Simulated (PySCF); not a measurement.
Start geometry of `C=CSCC#CC` from GFN2-xTB (Å):
```
atom  x, y, z in Å
C1    -3.0414    0.4007    0.4981
C2    -1.9266    0.0398   -0.1150
S3    -1.4695   -1.6306   -0.3959
C4    -0.0006   -1.3745   -1.4851
C5     1.0082   -0.5703   -0.8481
C6     1.7904    0.1264   -0.2630
C7     2.7711    0.9512    0.4049
H8    -3.7521   -0.3235    0.8560
H9    -3.2733    1.4384    0.6628
H10   -1.1959    0.7496   -0.4722
H11   -0.3528   -0.9126   -2.4100
H12    0.3702   -2.3790   -1.6934
H13    2.2880    1.5433    1.1820
H14    3.2432    1.6241   -0.3107
H15    3.5367    0.3251    0.8622
```

What comes out of this run: PySCF 2.14.0, PBE0-D3(BJ)/def2-SVP geometry optimisation, gas phase?

```
atom  x, y, z in Å
C1    -3.2360    0.3966    0.3470
C2    -1.9928    0.0572   -0.0054
S3    -1.4803   -1.5878   -0.3235
C4    -0.0245   -1.2763   -1.3881
C5     1.0151   -0.4802   -0.7626
C6     1.8653    0.2070   -0.2377
C7     2.8940    1.0183    0.3912
H8    -4.0477   -0.3344    0.3995
H9    -3.4682    1.4312    0.6101
H10   -1.1893    0.8027   -0.0484
H11   -0.3614   -0.8149   -2.3302
H12    0.3478   -2.2832   -1.6361
H13    2.4757    1.6205    1.2129
H14    3.3526    1.7105   -0.3322
H15    3.6945    0.3895    0.8110
```

The energy falls by 7.3 kJ/mol over 8 energy and gradient evaluations, the largest force component goes from 0.0151 to 1.3e-04 Eh/bohr, and the atoms move by 0.219 Å rms after alignment. Among the bonds, C1–H8, C1–H9 and C2–H10 change most and about equally (+0.017 to +0.018 Å). Bonds longer at the end by more than 0.005 Å: 12 of 14; shorter: 1. Among the angles that change most is C4–C5–C6, from 176.0° to 178.6°. Among the dihedrals that turn most is H10–C2–S3–C4, from -10° to -27°. Rotational constants go from 3575, 1142, 915.2 to 3844, 1055, 871.3 MHz. The orientation of the end geometry is arbitrary; only internal coordinates are fixed.

The run used 142 basis functions and 65 SCF cycles in all. Rough CPU time on one thread of a shared machine: about 2.3 min.

Whether it is a minimum is left open (no frequencies). One conformer, not necessarily the lowest.
